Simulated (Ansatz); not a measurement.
Coupled-cluster diagnostics for GeMe2H2 (C2H8Ge), Ansatz.

Geometry of the singlet (B3LYP-D4/def2-SVP):

```xyz
11

C     0.7413   -1.3198   -0.6649
C    -1.1968    0.8046    0.8087
Ge    0.5012    0.5671   -0.1583
H     1.6840   -1.4594   -1.2153
H    -0.0894   -1.6517   -1.3066
H     0.7642   -1.9566    0.2329
H    -1.3377    1.8570    1.0976
H    -1.2063    0.1884    1.7210
H    -2.0436    0.5009    0.1741
H     0.5042    1.4514   -1.4294
H     1.6788    1.0182    0.7403
```

Correlated methods freeze 11 core orbitals; core or outer-core shells of Ge are correlated, in sets that lack core-valence functions.

Problem. Estimate the CCSD(T) correlation energy, the shares of MP2 and (T), T1 and the reference's ⟨S²⟩ for: charge 0, singlet, own geometry in def2-TZVP; and the rough time on 2 threads of Intel Xeon 6975P-C on a shared host.

Solution. 
```
                          state      basis  correlation (eV)  MP2 share (%)  (T) share (%)     T1  ⟨S²⟩ (pure)  wall time
charge 0, singlet, own geometry  def2-TZVP           -18.303           90.4            3.4  0.010  0.00 (0.00)       12 s
```
Customary marks for T1 are 0.02 (closed shells), 0.045 (open shells) and about 0.05 (3d metals). T1 stays under 0.02 throughout.
